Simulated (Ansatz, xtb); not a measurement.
## C5H6ClN3: which of two isomers lies lower

Structure X is `CCc1ncnc(Cl)n1`, a singlet and structure Y is `NCc1cnc(Cl)nc1`, a singlet. Both are isolated molecules in the gas phase, relaxed with PBE0-D3(BJ)/def2-SVP; the shapes shown needn't be the lowest conformers.

X (Å):

```xyz
15

C    -1.0127    2.0843    0.2538
C    -1.4480    0.6326    0.0592
C    -0.7305   -0.2688    1.0104
C     1.0547   -1.5261    1.5455
C    -0.5863   -1.2557    3.0176
Cl   -1.2643   -1.5694    4.5688
N     0.4516   -0.7703    0.6385
N     0.5862   -1.8098    2.7572
N    -1.2883   -0.4872    2.2057
H    -1.5404    2.7443   -0.4496
H    -1.2357    2.4255    1.2759
H     0.0684    2.1945    0.0814
H    -1.2189    0.3028   -0.9643
H    -2.5282    0.5331    0.2372
H     2.0260   -1.9591    1.2772
```

Y (Å):

```
atom    x (Å)    y (Å)    z (Å)
   C  -1.4229   0.7052  -0.1574
   C  -0.5305   0.0065   0.8374
   C   0.6784   0.5508   1.2804
   C   0.9858  -1.1648   2.6994
   C  -0.8732  -1.2087   1.4370
  Cl   1.9594  -1.9151   3.9128
   N  -2.3889   1.6243   0.4134
   N   1.4376  -0.0242   2.2062
   N  -0.1258  -1.7972   2.3641
   H  -2.9960   1.1388   1.0714
   H  -1.9161   2.3503   0.9487
   H  -1.9659  -0.0515  -0.7470
   H  -0.7967   1.2582  -0.8765
   H   1.0517   1.4939   0.8600
   H  -1.7935  -1.7326   1.1472
```

Quicker runs give these differences E(Y) − E(X): GFN2-xTB +76.0 kJ/mol; HF/STO-3G +62.5 kJ/mol (at GFN2-xTB geometries); r2SCAN-D4/def2-SVP +45.6 kJ/mol (at GFN2-xTB geometries).

Q: Estimate E(Y) − E(X) at the level CCSD(T)/def2-SVP + ΔMP2/def2-TZVPP.

A: Calculated at CCSD(T)/def2-SVP + ΔMP2/def2-TZVPP: E(Y) − E(X) = +38.9 kJ/mol, so structure X lies lower.

How the difference moves with the method:

| level | geometry | E(Y) − E(X) (kJ/mol) | departure from the last row (kJ/mol) | job, with rough time for the two |
| --- | --- | --- | --- | --- |
| GFN2-xTB | GFN2-xTB | +76.0 | +37.1 | optimisation, 0.16 s |
| HF/STO-3G | GFN2-xTB | +62.5 | +23.6 | single point, 0.58 s |
| r2SCAN-D4/def2-SVP | GFN2-xTB | +45.6 | +6.7 | single point, 5.2 s |
| PBE0-D3(BJ)/def2-SVP | PBE0-D3(BJ)/def2-SVP | +42.6 | +3.7 | optimisation, 48 s |
| HF/def2-SVP | PBE0-D3(BJ)/def2-SVP | +58.2 | +19.4 | part of the CCSD(T) run |
| MP2/def2-SVP | PBE0-D3(BJ)/def2-SVP | +42.9 | +4.0 | part of the CCSD(T) run |
| CCSD(T)/def2-SVP | PBE0-D3(BJ)/def2-SVP | +50.7 | +11.8 | single point |
| CCSD(T)/def2-SVP + ΔMP2/def2-TZVPP | PBE0-D3(BJ)/def2-SVP | +38.9 |  | single point, 2.9 min |

As drawn, Y has 1 C–N, 2 C∷C, 2 N–H in place of 1 C–C, 2 C∷N, 2 C–H (∷ is an aromatic bond).

The levels shown agree on the order. The largest departure from CCSD(T)/def2-SVP + ΔMP2/def2-TZVPP is that of GFN2-xTB, 37.1 kJ/mol. The last row adds to CCSD(T) the change of the MP2 difference between the two basis sets, here −11.8 kJ/mol.

With thermal terms from frequencies at re-optimised GFN2-xTB minima (ideal gas, soft modes damped towards free rotors, one conformer each, 298.15 K, 1 atm): the zero-point term adds +0.6 kJ/mol; ΔH is +39.2 and ΔG +41.1 kJ/mol.

The correlated steps freeze 13 core orbitals. Programs: Ansatz 0.2.0, xtb 6.7.1; the last row on 4 threads of Arm Neoverse V1 on a shared host.
